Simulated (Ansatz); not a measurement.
One change: `C[SiH](O)P` becomes `C[SiH](O)CS`.

Ansatz, PBE0-D4/def2-TZVP geometries, multiplicity 1. Each molecule was computed in one conformer, which needn't be the lowest.

| property | `C[SiH](O)P` |
| --- | --- |
| LUMO energy (ωB97M-V/def2-TZVPP) / eV | 1.96 |
| HOMO energy (PBE/def2-TZVPP) / eV | -6.14 |
| LUMO energy (PBE/def2-TZVPP) / eV | -0.41 |
| size of the dipole moment (PBE/def2-TZVPP) / D | 1.64 |
| HOMO energy (B3LYP/def2-TZVPP) / eV | -7.09 |
| HOMO–LUMO gap (ωB97M-V/def2-TZVPP) / eV | 11.37 |

Task: What does the change do to each property? (Best estimate.)

Result: Ansatz gave: 
| property | `C[SiH](O)CS` | shift |
| --- | --- | --- |
| LUMO energy (ωB97M-V/def2-TZVPP) / eV | 1.97 | 0.01 |
| HOMO energy (PBE/def2-TZVPP) / eV | -5.75 | 0.39 |
| LUMO energy (PBE/def2-TZVPP) / eV | -0.70 | -0.29 |
| size of the dipole moment (PBE/def2-TZVPP) / D | 1.57 | -0.07 |
| HOMO energy (B3LYP/def2-TZVPP) / eV | -6.75 | 0.34 |
| HOMO–LUMO gap (ωB97M-V/def2-TZVPP) / eV | 11.15 | -0.22 |

With PBE0 the HOMO rises by 0.33 eV and the LUMO falls by 0.22 eV, so the gap narrows by about 0.55 eV. PBE moves the HOMO by 0.39 eV and ωB97M-V by 0.23 eV. Dipoles are sizes alone; their direction can turn.

B3LYP here is the variant with VWN-RPA as its local correlation; programs differ in this.
